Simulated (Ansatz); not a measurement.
Basis sets compared for Si(tBu)Cl3 (C₄H₉Cl₃Si). Total charge 0; singlet. Geometry PBE-D4/def2-SVP. Ansatz on 4 threads of Arm Neoverse V2 on a shared host; times are rough, and most runs start from earlier orbitals.

```xyz
17

C    -0.101    0.061    0.114
C     0.123   -0.718    1.425
C    -1.550   -0.115   -0.381
C     0.229    1.554    0.307
Cl    0.830    0.350   -3.013
Cl    0.696   -2.660   -1.527
Cl    3.052   -0.443   -0.621
Si    1.070   -0.644   -1.206
H    -0.551   -0.322    2.215
H    -0.096   -1.798    1.303
H     1.166   -0.619    1.789
H    -1.802   -1.183   -0.543
H    -1.728    0.427   -1.332
H    -2.255    0.289    0.377
H     0.091    2.129   -0.631
H     1.273    1.703    0.650
H    -0.446    1.990    1.074
```

Binding counts from free atoms (C triplet, Cl doublet, Si triplet, H doublet) in the same basis, without a counterpoise term.

```json
{"level": "PBE-D4/def2-SVP", "functions": "173", "energy (Eh)": "-1826.5526", "HOMO (eV)": "-7.12", "LUMO (eV)": "-0.73", "binding per atom (eV)": "4.07", "wall time": "2.9 s"}
{"level": "PBE0-D4/def2-SVP", "functions": "173", "energy (Eh)": "-1826.7308", "HOMO (eV)": "-8.43", "LUMO (eV)": "0.25", "binding per atom (eV)": "4.03", "wall time": "4.2 s"}
```

(1) Estimate the rows for PBE-D4/def2-TZVP (with forces), PBE0-D4/def2-TZVP.

## Answers

(1) 
```json
{"level": "PBE-D4/def2-TZVP (with forces)", "functions": "326", "energy (Eh)": "-1827.3073", "HOMO (eV)": "-7.22", "LUMO (eV)": "-1.13", "binding per atom (eV)": "4.05", "wall time": "7.5 s"}
{"level": "PBE0-D4/def2-TZVP", "functions": "326", "energy (Eh)": "-1827.4746", "HOMO (eV)": "-8.45", "LUMO (eV)": "-0.13", "binding per atom (eV)": "4.01", "wall time": "15 s"}
```
